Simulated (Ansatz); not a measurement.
Basis sets compared for Pt₄H₇. Charge 0, multiplicity 2. Geometry r2SCAN-D4/def2-SVP. Ansatz on 4 threads of Arm Neoverse V1 on a shared host; times are rough, and most runs start from earlier orbitals.

| atom | x (Å) | y (Å) | z (Å) |
| --- | --- | --- | --- |
| Pt1 | -0.849 | -0.506 | 1.421 |
| Pt2 | 0.012 | 1.332 | -0.374 |
| Pt3 | -0.353 | -1.411 | -1.018 |
| Pt4 | 1.716 | -0.520 | 0.285 |
| H5 | -1.417 | -0.639 | -1.813 |
| H6 | 2.741 | -0.704 | -0.855 |
| H7 | 0.470 | 2.677 | 0.217 |
| H8 | -1.379 | 0.291 | 2.644 |
| H9 | -1.629 | -2.214 | -1.424 |
| H10 | 0.176 | -0.392 | 2.551 |
| H11 | 0.512 | 2.086 | -1.634 |

In the def2 sets Pt takes a core potential; there is no spin–orbit coupling. The structure comes from a short search, and lower isomers may exist.

Binding counts from free atoms (Pt triplet, H doublet) in the same basis, without a counterpoise term.

| level | functions | energy (Eh) | HOMO (eV) | LUMO (eV) | binding per atom (eV) | wall time |
| --- | --- | --- | --- | --- | --- | --- |
| PBE-D4/def2-SVP | 163 | -481.8271 | -5.56 | -4.72 | 2.84 | 7 s |
| PBE0-D4/def2-SVP | 163 | -481.5739 | -6.61 | -3.72 | 2.65 | 9.5 s |

**Question.** Estimate the rows for PBE-D4/def2-TZVP (with forces), PBE0-D4/def2-TZVP.

**Answer.** 
```json
{"level": "PBE-D4/def2-TZVP (with forces)", "functions": "202", "energy (Eh)": "-481.8809", "HOMO (eV)": "-5.55", "LUMO (eV)": "-4.69", "binding per atom (eV)": "2.91", "wall time": "9 s"}
{"level": "PBE0-D4/def2-TZVP", "functions": "202", "energy (Eh)": "-481.6273", "HOMO (eV)": "-6.60", "LUMO (eV)": "-3.65", "binding per atom (eV)": "2.72", "wall time": "15 s"}
```
